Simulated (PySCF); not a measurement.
Two species compared at the same levels of theory.

First species: C₇H₁₂Si.
Cartesian coordinates in Å at the GFN2-xTB level; atoms count from 1:
```
atom  x, y, z in Å
C1     2.7245   -0.2359   -0.3927
C2     1.6499   -0.5383    0.3102
C3     0.5738    0.4418    0.6885
C4     0.2907    0.3792    2.1894
C5    -0.6395    0.1306   -0.1330
C6    -1.8394   -0.3662    0.1994
Si7   -2.5014   -0.3493   -1.5629
C8    -0.6992    0.3274   -1.6297
H9     3.4640   -0.9742   -0.6544
H10    2.9128    0.7683   -0.7368
H11    1.4744   -1.5543    0.6394
H12    0.9127    1.4514    0.4233
H13   -0.0179   -0.6236    2.4759
H14   -0.5022    1.0762    2.4521
H15    1.1855    0.6384    2.7515
H16   -2.1879   -0.6404    1.1817
H17   -3.5543    0.6113   -1.8912
H18   -2.7307   -1.6338   -2.2230
H19    0.0423   -0.2648   -2.1644
H20   -0.5631    1.3668   -1.9264
```

Second species: C7H12Si.
SMILES: `C=CC[SiH]1CC=CC1`

Levels: PBE0/pcSseg-1 for HOMO energy, LUMO energy and HOMO–LUMO gap. Geometries: GFN2-xTB. All species are isolated and taken at one optimised geometry, non-relativistic unless stated. Electronic properties by PySCF.

The conformers computed, where there is a choice (atom-mapped SMILES and torsion angles):
- `[CH2:1]=[CH:2][C@H:3]([CH3:4])[C:5]1=[CH:6][SiH2:7][CH2:8]1`: C1–C2–C3–C4 -129°, C2–C3–C5–C6 111°

The conformers of `C=CC[SiH]1CC=CC1` aren't listed.

```tsv
property	column X	column Y
HOMO energy	-7.25 eV	-6.98 eV
LUMO energy	-0.25 eV	0.32 eV
HOMO–LUMO gap	7.00 eV	7.30 eV
```

(1) Which column belongs to which species?

(2) How does each property change from the first species to the second?

## Answers

(1) Column X is the first species and column Y the second. The first has 20 atoms and 68 electrons, the second 20 and 68.

(2) HOMO energy +0.27 eV; LUMO energy +0.57 eV; HOMO–LUMO gap +0.30 eV.

